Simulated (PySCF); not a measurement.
## Ionisation energy of Nb³¹⁺ by level of theory

Nb³¹⁺ [Ne] (1S) → Nb³²⁺ [He] 2s2 2p5 (2P), as a difference of total energies. All numbers are calculated (PySCF 2.14, scalar relativity by spin-free X2C-1e, in an even-tempered Gaussian basis (19 s from 11 bohr⁻², ratio 2.2; 12 p from 14 bohr⁻², ratio 2.2; 6 d from 61 bohr⁻², ratio 2.4; 5 f from 92 bohr⁻², ratio 2.4; 4 g from 140 bohr⁻², ratio 2.4)). Correlated levels: nothing frozen; virtual orbitals above 40 to 60 times the deepest correlated orbital energy dropped. The calculations carry no spin-orbit coupling.

```
                 method  ionisation energy (eV)
                    UHF                  4049.8
                    LDA                  4048.2
                    PBE                  4048.2
                   PBE0                  4049.1
                 r2SCAN                  4051.1
                  M06-L                  4051.1
                r2SCAN0                  4051.2
    MP2 (all electrons)                  4051.5
SCS-MP2 (all electrons)                  4051.3
```

A first-order spin-orbit estimate (lowest level to lowest level, LS coupling) adds -32.268 eV.

For this ion Breit and QED terms and the two-electron picture change, all absent here, outweigh the differences among the correlated methods.

For comparison: 4020.1 ± 2.2 eV (semi-empirical (NIST evaluation); NIST Atomic Spectra Database, ionization energies).
